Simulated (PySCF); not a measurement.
C4H7N3SSi.
Cartesian coordinates in Å at the GFN2-xTB level; atoms count from 1:
```
atom  x, y, z in Å
C1    -0.7089    2.4084   -0.2861
C2    -0.8892    0.9545   -0.0583
N3    -2.0909    0.4620    0.1254
C4    -2.1879   -0.8584    0.3244
N5    -1.1902   -1.7045    0.3557
N6     0.0168   -1.2354    0.1752
C7     0.2169    0.0607   -0.0336
S8     1.8571    0.4725   -0.2489
Si9    2.3567   -1.6673    0.0308
H10    0.0127    2.8045    0.4272
H11   -0.2994    2.5719   -1.2825
H12   -1.6612    2.9205   -0.1868
H13   -3.1794   -1.2596    0.4737
H14    3.8134   -1.5281   -0.1189
H15    2.0748   -2.0046    1.4126
H16    1.8512   -2.3881   -1.1213
```

NICS = −σ at a ghost point: NICS(0) at the centroid of the ring atoms, NICS(1) 1 Å to either side along the normal of their mean plane, zz for the tensor component along that normal. Level: GIAO PBE0/pcSseg-1 (PySCF, non-relativistic, gas phase) on the GFN2-xTB geometry, one conformer.

Ring bond lengths (Å), with Mayer bond orders in brackets: C2–N3 1.312 (1.56), N3–C4 1.339 (1.36), C4–N5 1.309 (1.54), N5–N6 1.307 (1.35), N6–C7 1.328 (1.28), C7–C2 1.422 (1.13).

Give the NICS values of each ring in ppm.

```csv
ring,type,NICS(0),"NICS(1), two faces","NICS(1)zz, two faces",rms pucker (Å),"centre to ring atoms, mean (Å)"
C2–N3–C4–N5–N6–C7,6-membered ring with 3 N; formal bonds all aromatic,-3.7,-10.0 / -9.9,-23.1 / -23.0,0.00,1.34
```

What can be read from them?

- C2–N3–C4–N5–N6–C7: mean NICS(1)zz -23.1 ppm, shielded. For a flat ring without four-coordinate atoms the NICS criterion counts such a value as aromatic. NICS(0) lies 6 ppm above the mean NICS(1).

How equal are the bonds by HOMA? HOMA takes Krygowski's 1993 parameters.

- C2–N3–C4–N5–N6–C7: HOMA 0.93; the largest term is that of C7–C2, α(R − Ropt)² = 0.30. The geometric and the magnetic index point the same way.

How shielded are the nuclei of the rings and their hydrogens (means over atoms taken as equivalent)?

```json
{"atoms": "C2", "environment": "substituted aromatic carbon", "σ isotropic (ppm)": "21.9"}
{"atoms": "N3", "environment": "pyridine-type nitrogen", "σ isotropic (ppm)": "-67.4"}
{"atoms": "C4", "environment": "aromatic CH next to a ring nitrogen", "σ isotropic (ppm)": "28.9"}
{"atoms": "N5", "environment": "pyridine-type nitrogen", "σ isotropic (ppm)": "-137.9"}
{"atoms": "N6", "environment": "pyridine-type nitrogen", "σ isotropic (ppm)": "-152.6"}
{"atoms": "C7", "environment": "substituted aromatic carbon", "σ isotropic (ppm)": "14.1"}
{"atoms": "H13", "environment": "aromatic hydrogen", "σ isotropic (ppm)": "22.30"}
```

The run took 1.7 min wall, 82 s CPU on an AMD EPYC with one thread, shared host with 64 logical CPUs at a one-minute load of 60, and the process peaked at 0.90 GiB of memory. This is the whole shielding run at PBE0/pcSseg-1, SCF included.
